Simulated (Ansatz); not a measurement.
Ansatz (an electronic-structure program) input for C2H6ClSn, SMILES [CH3][Sn+]([CH3])[Cl], charge +1, PBE0/def2-SVPD. Coordinates come from a B3LYP-D3(BJ)/def2-SVP optimisation. The multiplicity is an assumed one; no other spin state was optimised. The isomer is the one that the SMILES or the coordinates give; other isomers of the formula were not compared. The def2 effective core potentials stand for the cores of Sn; spin–orbit coupling is left out.

Ansatz 0.2 input:
```yaml
crystal:
  periodic: [false, false, false]
  atoms:
    - {symbol: Sn, position_ang: [-0.22106738, 0.10070656, -0.15297388]}
    - {symbol: C, position_ang: [-1.76849907, -1.36530535, -0.35906646]}
    - {symbol: H, position_ang: [-1.33996237, -2.20193193, -0.93186752]}
    - {symbol: H, position_ang: [-2.62886766, -0.92188877, -0.87720431]}
    - {symbol: H, position_ang: [-2.02997976, -1.69997834, 0.65578443]}
    - {symbol: C, position_ang: [0.11824331, 2.10897059, -0.81509347]}
    - {symbol: H, position_ang: [0.74402082, 2.04232630, -1.71910368]}
    - {symbol: H, position_ang: [0.66119168, 2.62965365, -0.01393111]}
    - {symbol: H, position_ang: [-0.84554809, 2.58491151, -1.04075868]}
    - {symbol: Cl, position_ang: [1.55259111, -0.70178893, 1.09533734]}
basis:
  gaussian:
    orbitals: def2-SVPD
hamiltonian:
  xc: {name: PBE0}
total_charge: 1
```

Output:

```
WARN ansatz: RAYON_NUM_THREADS=1 ignored (pool sized by the plan → 1); use --threads N
Functional definition: PBE0
integrals: 0.09 GiB planned
1423 factors; their error is unknown
mean field: 0.71 GiB planned
mean field evaluation 1: about -20494.9513 eV, gradient 7.1e1 eV
mean field evaluation 2: about -20489.8884 eV, gradient 7.9e1 eV
mean field evaluation 4: about -20507.5591 eV, gradient 2.7e0 eV
mean field evaluation 8: about -20507.5780 eV, gradient 2.5e-2 eV
mean field evaluation 16: about -20507.7185 eV, gradient 2.0e-5 eV
mean field -20507.71851384 eV, -753.6447547529 hartree, gradient 2.0e-5 eV, S^2 0.000000; 0 other end points of the search recorded, 0 dependent functions left out
reference -20507.71855379 eV, -753.6447562209 hartree; 28, 28 occupied and 119, 119 virtual orbitals, 1423 factors
Total energy: -20507.71855379 eV, -753.6447562209 hartree
```

The run converged.
